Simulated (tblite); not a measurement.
**Question.** Write Cartesian coordinates for `C(#C[PH2+]C(C)(C)C)C` as optimised with GFN2-xTB. (Charge +1.)

**Answer.** 
```xyz
22
C7H14P angstrom
C      4.0498    0.4769    0.4337
C      2.7667   -0.0477    0.1021
C      1.6812   -0.5027   -0.1854
P      0.1285   -1.1303   -0.5908
C     -1.2922   -0.0516   -0.1100
C     -1.2485    0.1258    1.4069
C     -2.5633   -0.7757   -0.5531
C     -1.1197    1.2805   -0.8388
H      4.6676    0.5368   -0.4625
H      4.5406   -0.1721    1.1590
H      3.9477    1.4737    0.8628
H      0.0008   -2.3719   -0.0069
H      0.0976   -1.3619   -1.9489
H     -1.3455   -0.8305    1.9203
H     -0.3191    0.5989    1.7222
H     -2.0735    0.7601    1.7233
H     -2.5750   -0.9355   -1.6308
H     -3.4322   -0.1734   -0.2966
H     -2.6666   -1.7387   -0.0540
H     -1.1237    1.1441   -1.9199
H     -1.9419    1.9449   -0.5837
H     -0.1898    1.7696   -0.5506
```

Any rigid rotation of these coordinates is as good. Atoms count from 1 in this order. The C–C distances run from 1.212 Å (C2≡C3, drawn triple) to 1.529 Å (C5–C7, drawn single), a spread of 0.317 Å. P4 (phosphonium phosphorus) is distorted tetrahedral (angles from 105.3° to 114.8°). The 2 C–P bonds span 1.723 Å (C3–P4, drawn single) to 1.847 Å (P4–C5, drawn single), a spread of 0.124 Å. Of the pairs four or more bonds apart, C3···H22 is among the closest relative to their van der Waals radii: 2.97 Å, 102 % of the sum of Bondi's values.

Bonds between heavy atoms (Å): C1–C2 1.425, C2≡C3 1.212, C3–P4 1.723, P4–C5 1.847, C5–C6 1.528, C5–C7 1.529, C5–C8 1.528.

Structure optimised with GFN2-xTB, isolated species.

Point group: near Cs, missed by 0.14 Å at most; the miss may be what the optimiser left on a soft mode. Its GFN2-xTB frequencies are all real (lowest 28 cm⁻¹).

Hardware: one thread, Arm Neoverse V1 (aarch64), shared host with 32 logical CPUs at a one-minute load of 10. Cost: 1.1 s wall. These figures are those of the optimisation.

The numbers are calculated, not measured.
